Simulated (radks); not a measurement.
Values are calculated unless marked as measured or tabulated.
Excited configurations of the gold ion Au3+: one electron is placed in a higher orbital outside [Xe] 4f14 5d7. The ground configuration is [Xe] 4f14 5d8. Level of theory: scalar-relativistic Kohn-Sham, BLYP, spin-polarised, spherical densities, point nucleus; open shells are filled with parallel spins first (spin-orbit coupling, left out, can overturn this in heavy ions) (a radial shooting solver on a logarithmic mesh with Libxc functionals). Excitation = E - E(ground); binding = E(ion) - E, where the ion is the core of charge +4; n* = 4/sqrt(2 binding) in atomic units, and the quantum defect is n - n*.

| outer orbital | excitation (eV) | binding (eV) | n* | eigenvalue (eV) |
|---|---|---|---|---|
| 5f | 30.951 | 15.628 | 3.732 | -12.642 |
| 6s | 6.139 | 40.440 | 2.320 | -35.637 |
| 6p | 16.451 | 30.128 | 2.688 | -26.189 |
| 6f | 36.224 | 10.355 | 4.585 | -8.916 |
| 7f | 39.377 | 7.202 | 5.498 | -6.334 |

The Delta-SCF ionisation energy is 46.579 eV (NIST Atomic Spectra Database: 45 eV, theoretical). Self-interaction in the functional shifts the binding energies and quantum defects, so they are the method's values and not measured ones. Open shells are spherical and high-spin; term and fine-structure splittings are not resolved. Spin-orbit splitting is averaged out at the scalar-relativistic level.
